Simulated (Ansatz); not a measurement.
Ansatz (a quantum-chemistry and plane-wave program) job for Al(F)(Cl)(vinyl) (C2H3AlClF), SMILES C=[CH][Al]([F])[Cl], PBE0/def2-SVPD. Coordinates come from a PBE-D3(BJ)/def2-SVP optimisation. The structure was generated by enumeration; whether it is a known compound was not checked. The values are those of a single conformer.

Ansatz 0.2 input:
```yaml
crystal:
  periodic: [false, false, false]
  atoms:
    - {symbol: Al, position_ang: [0.51884652, -0.15889387, -0.00000000]}
    - {symbol: F, position_ang: [1.95921556, -1.01149294, 0.00000000]}
    - {symbol: Cl, position_ang: [-1.26700520, -1.27833208, 0.00000000]}
    - {symbol: C, position_ang: [0.45214394, 1.77125709, -0.00000000]}
    - {symbol: C, position_ang: [-0.73626677, 2.41666442, -0.00000000]}
    - {symbol: H, position_ang: [1.37395289, 2.38262816, 0.00000001]}
    - {symbol: H, position_ang: [-0.81119728, 3.51975424, 0.00000001]}
    - {symbol: H, position_ang: [-1.69687507, 1.87079061, -0.00000000]}
basis:
  gaussian:
    orbitals: def2-SVPD
hamiltonian:
  xc: {name: PBE0}
```

Output:

```
WARN ansatz: RAYON_NUM_THREADS=1 ignored (pool sized by the plan → 1); use --threads N
Functional definition: PBE0
integrals: 0.07 GiB planned
1246 factors; their error is unknown
mean field: 0.61 GiB planned
mean field evaluation 1: about -23935.0329 eV, gradient 5.3e1 eV
mean field evaluation 2: about -23929.8419 eV, gradient 7.5e1 eV
mean field evaluation 4: about -23941.0710 eV, gradient 2.7e0 eV
mean field evaluation 8: about -23941.0861 eV, gradient 7.2e-2 eV
mean field evaluation 16: about -23941.2255 eV, gradient 6.8e-5 eV
mean field -23941.22545077 eV, -879.8238073703 hartree, gradient 6.8e-5 eV, S^2 0.000000; 0 other end points of the search recorded, 0 dependent functions left out
reference -23941.22548833 eV, -879.8238087507 hartree; 27, 27 occupied and 111, 111 virtual orbitals, 1246 factors
Total energy: -23941.22548833 eV, -879.8238087507 hartree
```

The run converged.

Cost: about 6 core-seconds (a rough figure).
